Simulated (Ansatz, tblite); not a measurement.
Forces on (OH)3Hf-NH-SiH3 (HfSiNO3H7) at its PBE0-D4/def2-SVP geometry. Charge 0, multiplicity 1.

In the def2 sets Hf takes a core potential; there is no spin–orbit coupling. The xTB rows come from tblite.

GFN1-xTB (tblite), largest force 1.08 eV/Å:

```xyz
13
positions Å, forces eV/Å
Hf   -0.056   -0.090   -1.131   -0.245   -0.406   -0.548
O     0.585   -1.910   -1.128   -0.298    1.038    0.014
O     0.779    0.992   -2.494   -0.415   -0.531    0.831
O    -1.979   -0.081   -1.299    1.073    0.047    0.121
N     0.473    0.796    0.658   -0.163   -0.262    0.799
Si    0.156    0.205    2.257   -0.032   -0.073    0.040
H     0.794   -2.840   -1.091    0.023   -0.119    0.011
H     1.091    1.340   -3.326    0.018    0.017   -0.104
H    -2.932   -0.080   -1.310   -0.122   -0.005   -0.005
H     0.970    1.686    0.629    0.060    0.092   -0.221
H     1.398   -0.101    3.042   -0.551    0.181   -0.422
H    -0.621   -1.067    2.105    0.253    0.420   -0.073
H    -0.659    1.150    3.089    0.399   -0.399   -0.443
```

GFN2-xTB (tblite), largest force 0.81 eV/Å:

```
Hf -0.146 -0.187 -0.077
O -0.131 0.793 -0.008
O -0.187 -0.198 0.676
O 0.809 0.034 0.052
N -0.237 -0.380 0.220
Si 0.007 0.009 -0.251
H -0.044 -0.110 0.018
H -0.053 -0.105 -0.158
H -0.103 -0.008 0.026
H -0.004 -0.026 -0.012
H -0.288 0.155 -0.214
H 0.117 0.202 -0.046
H 0.261 -0.181 -0.227
```

PBE-D4/def2-TZVP (Ansatz), largest force 0.36 eV/Å:

```
Hf -0.039 -0.028 -0.006
O 0.015 0.155 -0.006
O 0.003 0.038 0.191
O 0.152 -0.003 -0.032
N 0.015 0.021 0.236
Si -0.001 0.002 -0.056
H 0.069 -0.351 0.014
H 0.100 0.100 -0.324
H -0.359 0.004 0.010
H 0.041 0.056 -0.019
H 0.020 -0.001 0.003
H -0.005 -0.013 -0.020
H -0.011 0.021 0.008
```
